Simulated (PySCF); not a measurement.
An unknown gives this computed stick spectrum. Computed, not measured: TDDFT B3LYP/def2-SVPD, vertical, gas phase, core orbitals frozen in the response (PySCF 2.14.0, density-fitted response routines). Geometries: PBE0-D3(BJ)/def2-SVP, one conformer each. The highest level found (7.54 eV, f 0.0000 so far) is left out, since the window may have cut off a degenerate partner.

```
state  E (eV)       f
   S1    6.14  0.0000
   S2    6.14  0.0000
   S3    6.63   0.265
   S4    6.63   0.265
   S5    6.90  0.0018
   S6    7.49  0.0030
   S7    7.49  0.0031
   S8    7.50  0.0000
   S9    7.50  0.0000
```

Triplets computed (Tamm–Dancoff): 5.76, 5.77, 6.04, 6.04 eV.

Orbital energies (eV): HOMO-3 -7.83, HOMO-2 -7.83, HOMO-1 -7.72, HOMO -7.72, LUMO -0.42, LUMO+1 0.58, LUMO+2 0.80.

Question: Which structure fits?
A. `Cc1ccccc1CF`
B. `C1CC1B(C1CC1)C1CC1`
C. `C=C[C@@H]1C=C[C@@H]2C[C@]12F`

Answer: B. Its S1, at 6.14 eV, is the highest among the candidates; the nearest of the others has S1 at 5.66 eV. Löwdin shares by element: HOMO (one of a set within 0.03 eV) carbon 42% or more, boron 14% (atoms not listed hold the other 44%); LUMO boron 35%, carbon 22% or more (atoms not listed hold the other 43%). At the same level the other candidates give, for their lowest levels:
- `Cc1ccccc1CF`: 5.28 eV (f 0.001); 5.91 eV (f 0.021); 6.33 eV (f 0.006); 6.57 eV (f 0.000); 6.79 eV (f 0.491); HOMO -6.82, LUMO -0.48 eV
- `C=C[C@@H]1C=C[C@@H]2C[C@]12F`: 5.66 eV (f 0.126); 6.06 eV (f 0.004); 6.38 eV (f 0.011); 6.49 eV (f 0.019); 6.56 eV (f 0.023); HOMO -6.78, LUMO -0.52 eV

Shape of the structure used: `[CH2:1]1[CH2:2][CH:3]1[B:4]([CH:5]1[CH2:6][CH2:7]1)[CH:8]1[CH2:9][CH2:10]1`: C2–C3–B4–C5 -35°, C3–B4–C5–C6 -145°, C3–B4–C8–C9 34°.
